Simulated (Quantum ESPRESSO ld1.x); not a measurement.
Question: These are the eigenvalues of the occupied orbitals of an atom or ion with whole-number occupations (eV). Method: scalar-relativistic Kohn-Sham, LDA (Slater exchange, Perdew-Zunger correlation), spin-polarised, spherical densities, point nucleus; computed with ld1.x of Quantum ESPRESSO 7.5.

orbital  eigenvalue
1s up      -329.446
1s down    -328.367
2s up      -57.2792

Which element is it, and in what charge state? The configuration may be excited. Open shells, if any, are filled with parallel spins first.

Answer: Z = 6, carbon, charge +3: C3+ in [He] 2s1. The list shows which subshells hold electrons but not how many an open one holds; the 1s level, -12.107 hartree, gives Z - s = 4.9 by -(Z - s)^2/2, which with screening and relativity narrows Z to a few neighbours, and the depths of the outer levels then fix element, charge and occupations together.
